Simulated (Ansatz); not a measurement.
Consider the hydrogenolysis of a C–Si bond: `CNC(=N)[SiH3]` + H₂ → `CNC=N` + SiH₄.

Program: Ansatz. Geometries: PBE0-D4/def2-TZVP. ΔE: electronic, gas phase. CCSD(T)/CBS adds triple-zeta CCSD(T) − MP2 to the extrapolated MP2 energy (def2 sets, frozen cores). This one scheme is used for every species. Functionals use def2-TZVPP. HSE06 is defined as in plane-wave codes. Each species was taken in one conformer, which may not be the lowest.

Task: Is it downhill or uphill in electronic energy at CCSD(T)/CBS, and by how much? (Estimate.)

Result: Computed: Downhill: ΔE = -25.6 kJ/mol.

Task: What do these levels give: B97M-V, HSE06-D4, BHLYP-D4, HF/def2-SVP, CCSD(T)/def2-SVP, HF/def2-QZVPP? (An estimate is asked.)

Result: Ansatz gave: B97M-V -33.1, HSE06-D4 -28.2, BHLYP-D4 -35.2, HF/def2-SVP -65.7, CCSD(T)/def2-SVP -39.5, HF/def2-QZVPP -58.9 kJ/mol.

Largest T1 diagnostic among the species: 0.014.

From r2SCAN to r2SCAN0 (25 % exact exchange), in def2-TZVPP and without D4, ΔE moves by −5.6 kJ/mol. The D4 term adds +11.7 kJ/mol with B3LYP and +6.5 kJ/mol with PBE0; it sums over pairs of atoms, weighted by their polarisabilities, and B3LYP, whose exchange is more repulsive, gets the larger term. At CCSD(T), def2-SVP lies −13.9 kJ/mol from the extrapolated value and def2-TZVPP −4.6 kJ/mol.

B3LYP here is the variant with VWN-RPA as its local correlation; programs differ in this.
